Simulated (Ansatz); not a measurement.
C₃H₇O, SMILES CC(C)[O], multiplicity 2.

The structure is a stationary point at PBE-D3(BJ)/def2-SVP. The isomer is the one that the SMILES or the coordinates give; other isomers of the formula were not compared.

Two levels are set side by side: PBE/def2-TZVPD (Ansatz, a quantum-chemistry and plane-wave program) and PBE0/def2-TZVPD (Ansatz). Energy differences of separate SCF runs at the same geometry; the states with an electron removed or added have multiplicity 3 and 1. Differences are taken from unrounded values.

```
quantity                         PBE0   PBE  PBE minus PBE0
-------------------------------  ----  ----  --------------
vertical ionisation energy (eV)  9.82  9.55           -0.27
vertical electron affinity (eV)  1.41  1.63            0.23
```
